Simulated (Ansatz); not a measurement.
A search over several starts for the lowest SCF solution of SeCl2O⁺, that is SeOCl2 with one electron fewer at the given spin, in a small basis.

```yaml
crystal:
  periodic: [false, false, false]
  atoms:
    - {symbol: Se, position_ang: [0.175470, 0.001544, 0.650926]}
    - {symbol: O, position_ang: [1.666449, -0.028511, 0.062895]}
    - {symbol: Cl, position_ang: [-0.891494, 1.709152, -0.368879]}
    - {symbol: Cl, position_ang: [-0.950415, -1.682195, -0.344942]}
basis:
  gaussian: {orbitals: def2-SVP}
total_charge: 1
magnetization: {spin_polarized: true, initial_magnetization: 1}
hamiltonian: {xc: pbe0, dispersion: d4}
output: {orbitals: {seedname: orbitals}}
```

```sh
$ ansatz run in.yaml --threads 4 --pin off --events-out ev --progress --plain --max-ram 3916MiB
```

It prints (some lines left out):

```
Functional definition: PBE0
  name "PBE0"
  cite "Adamo & Barone, J. Chem. Phys. 110, 6158 (1999) doi:10.1063/1.478522"
  cite "Perdew, Burke & Ernzerhof, Phys. Rev. Lett. 77, 3865 (1996) doi:10.1103/PhysRevLett.77.3865"
  parent pbe
  parameter a = 0.25
  parameter kappa = 0.804
  parameter beta = 0.06672455060314922
  exchange = (1 - a)*pbe_x(kappa = kappa, mu = beta*pi^2/3) + a*exact_x
  correlation = pbe_c(beta = beta)
753 factors; integrals over basis functions are off by at most 7.6e-4 eV
mean field evaluation 1: about -92382.0760 eV, gradient 5.4e1 eV
mean field evaluation 2: about -92226.6307 eV, gradient 1.5e2 eV
mean field evaluation 4: about -92391.2114 eV, gradient 2.3e1 eV
mean field evaluation 8: about -92394.2787 eV, gradient 1.3e0 eV
mean field evaluation 16: about -92394.3528 eV, gradient 1.3e-2 eV
mean field evaluation 32: about -92394.3528 eV, gradient 2.0e-5 eV
mean field -92394.35280191 eV, -3395.4298383285 hartree, gradient 1.9e-5 eV, S^2 0.781623; 4 other end points of the search recorded, 0 dependent functions left out
reference -92394.35281857 eV, -3395.4298389407 hartree; 38, 37 occupied and 44, 45 virtual orbitals, 753 factors
Total energy: -92394.46422722 eV, -3395.4339331330 hartree
```

Run time 8.5 s (4 threads of Intel Xeon on a shared host).
